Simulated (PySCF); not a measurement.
H7FO2Si3, SMILES F[SiH](O[SiH3])O[SiH3], PBE0/def2-SVP optimised geometry. Atoms within 1.6 Å of the plane z = 1.0 Å (x, y, z in Å): Si1 (-0.30, -1.79, 2.28), F2 (-0.87, -3.09, 1.49), O3 (0.89, -1.13, 1.37), Si4 (1.40, -0.35, 0.00), O5 (-1.54, -0.76, 2.48), Si6 (-2.99, -0.13, 1.97), H8 (0.90, 1.05, 0.00), H10 (2.89, -0.35, 0.00), H12 (-4.07, -1.15, 2.11), H13 (-2.89, 0.29, 0.54).

Level of theory: PBE0/def2-TZVP in PySCF. Cells within 0.4 Å of a nucleus heavier than hydrogen are left out (blank, or x).

Map of the deformation density (molecule minus spherical neutral atoms) (e/bohr³) on the plane z = 1.0 Å:

```
|222222222222222222222222222|
|222222222222222222222222222|
|222222222222222222222222222|
|222222222222222222222222222|
|222222222222222222222222222|
|222222222222222222222222222|
|222222222222222222222222222|
|222222222222222222222222222|
|222222222222222222222222222|
|222111112222222222222222222|
|221112221122221221112222222|
|211124421111111111111222222|
|211149931111111110011222222|
|111149931111111100011222222|
|211124321111112441012222222|
|211111111111124894111122222|
|222211111111125x74111122222|
|222211111110024553111222222|
|222211111111012322112222222|
|222222211222111122222222222|
|222222222233311112222222222|
|222222222235321122222222222|
|222222222222222222222222222|
|222222222222222222222222222|
|222222222222222222222222222|
|222222222222222222222222222|
|222222222222222222222222222|
```
Scale: ten equal steps from -0.015 (start of '0') to 0.051 (end of '9'), in the order '0123456789'; x runs from -5.00 to 5.00, y from -5.00 (bottom) to 5.00 (top).
